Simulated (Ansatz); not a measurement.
Geometry optimisation, Ansatz, RKS PBE-D4/def2-SVP.

The input (input.yaml):

```yaml
crystal:
  periodic: [false, false, false]
  atoms:
    - { symbol: B, position_ang: [-0.097954, -0.59279, -0.371368] }
    - { symbol: H, position_ang: [-0.058253, 0.251899, 1.870791] }
    - { symbol: F, position_ang: [1.072662, -0.007632, -0.539867] }
    - { symbol: Cl, position_ang: [-1.574443, 0.244832, -0.792451] }
    - { symbol: Cl, position_ang: [-0.131489, -2.33078, 0.172518] }
    - { symbol: H, position_ang: [-0.073123, -0.46533, 1.950077] }
basis:
  gaussian: { orbitals: def2-SVP }
hamiltonian:
  xc: pbe
  dispersion: d4
relax:
  f_tol: 0.03
  max_steps: 50
```

Run as:

```bash
$ ansatz run input.yaml --threads 1 --pin off --max-ram 2048MiB --backend cpu --events-out ev --progress --plain --runs-dir out
```

Question: Where does it end, and by what steps?

Answer: The run converged. After 11 steps the energy has fallen by 0.186 eV; H2 moved furthest, 0.48 Å.

| step | energy less start (eV) | largest force component (eV/Å) | accepted |
| --- | --- | --- | --- |
| 0 | 0.0000 | 1.907 | yes |
| 1 | -0.1179 | 0.723 | yes |
| 2 | -0.0602 | 1.343 | no |
| 3 | -0.1301 | 0.706 | yes |
| 4 | -0.1684 | 0.533 | yes |
| 5 | -0.1658 | 0.572 | no |
| 6 | -0.1725 | 0.506 | yes |
| 7 | -0.1794 | 0.424 | yes |
| 8 | -0.1817 | 0.305 | yes |
| 9 | -0.1827 | 0.247 | yes |
| 10 | -0.1842 | 0.173 | yes |
| 11 | -0.1859 | 0.013 | yes |

```xyz
6
Properties=species:S:1:pos:R:3
B -0.107 -0.707 -0.613
H -0.045 0.438 2.318
F 1.058 -0.089 -0.724
Cl -1.579 0.170 -0.982
Cl -0.141 -2.388 -0.113
H -0.049 -0.325 2.404
```

Time of the run: 27 s on 1 thread of Arm Neoverse V1, on a shared host, peak memory 0.14 GiB.
